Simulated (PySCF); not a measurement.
A calculated (UHF, PySCF 2.14, Sapporo-DKH3-DZP-2012, the spin-free X2C one-electron Hamiltonian (Gaussian nucleus)) atom or ion has these occupied shells.

| shell | electrons | orbital energy (eV) | rms radius, mean of both spins (bohr) |
| --- | --- | --- | --- |
| 1s α | 1 | -11179.0 | 0.0542 |
| 1s β | 1 | -11178.9 | 0.0542 |
| 2s α | 1 | -1453.9 | 0.227 |
| 2s β | 1 | -1453.9 | 0.227 |
| 2p α | 3 | -1266.2 | 0.203 |
| 2p β | 3 | -1266.1 | 0.203 |
| 3s α | 1 | -201.54 | 0.668 |
| 3s β | 1 | -201.37 | 0.668 |
| 3p α | 3 | -141.88 | 0.701 |
| 3p β | 3 | -141.63 | 0.701 |
| 3d α | 5 | -43.590 | 0.816 |
| 3d β | 5 | -43.469 | 0.816 |
| 4s α | 1 | -17.476 | 2.36 |
| 4s β | 1 | -13.411 | 2.36 |
| 4p α | 2 | -7.882 | 3.09 |

Task: Name the element and its charge.

Result: Ge (germanium, neutral), in [Ar] 3d10 4s2 4p2, high-spin 3P determinant.
